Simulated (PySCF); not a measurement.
Al(Me)2(Cl) anion (C₂H₆AlCl), SMILES [CH3][Al]([CH3])[Cl] (connectivity only; charge and spin as stated), charge -1, multiplicity 2.

Geometry optimised at B3LYP-D3(BJ)/def2-SVPD. The spin state was assumed, not searched. The isomer is the one that the SMILES or the coordinates give; other isomers of the formula were not compared.

Level of theory: PySCF with PBE/def2-SVPD.

 A positive occupied level means that this level leaves the electron formally unbound; only the finite basis holds it.

```
Item                                                                  Value
------------------------------------------------  -------------------------
total energy                                             -781.84130 hartree
point group                                                              Cs
α spin, highest occupied and lowest empty level            1.15 and 3.40 eV
β spin, highest occupied and lowest empty level           -1.55 and 2.44 eV
dipole moment about the centre of nuclear charge                  0.410 e·Å
mean static polarisability                           121.8 bohr³ (18.05 Å³)
polarisability, principal values                  114.7, 124.1, 126.6 bohr³
⟨S²⟩                                                0.751 (pure state 0.75)
```
